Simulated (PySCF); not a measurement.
C₆ coefficients of unlike pairs at PBE

Calculated with PySCF 2.14 from the dipole response of each species, C₆(A,B) = (3/π) ∫ α_A(iu) α_B(iu) du, in atomic units, from isotropic polarisabilities. For ions this is the dispersion term alone; charge-induced terms of lower order in 1/R come first.

```csv
species,configuration,basis,relativity,α (bohr³),C₆ (like pair)
N³⁺,[He] 2s2 (1S),def2-QZVPPD (8s4p4d2f1g),none,2.093,2.064
Ga²⁺,[Ar] 3d10 4s1 (2S),"x2c-TZVPPall with one added diffuse shell each of s, p, d type (7s6p5d1f)",spin-free X2C,9.316,26.42
B²⁺,[He] 2s1 (2S),aug-cc-pVQZ-DK (6s5p4d3f2g),spin-free X2C,6.989,9.285
Pb⁺,[Xe] 4f14 5d10 6s2 6p1 (2P),"aug-cc-pVQZ-PP with one added diffuse shell each of s, p, d, f, g type with ECP60MDF (8s8p6d4f3g)",core potential,27.94,237.3
```

(1) Estimate C₆ for Pb⁺ with Ga²⁺.

No spin-orbit coupling is included.

The other pairs:

| pair | C₆ |
| --- | --- |
| Pb⁺, B²⁺ | 45.25 |
| Ga²⁺, N³⁺ | 7.270 |
| Pb⁺, N³⁺ | 21.88 |
| B²⁺, Ga²⁺ | 15.23 |
| B²⁺, N³⁺ | 4.012 |

Answers

(1) The integral gives 79.07. The combination rule 2 C_A C_B / (C_A α_B/α_A + C_B α_A/α_B) gives 79.18 and the geometric mean 79.18.
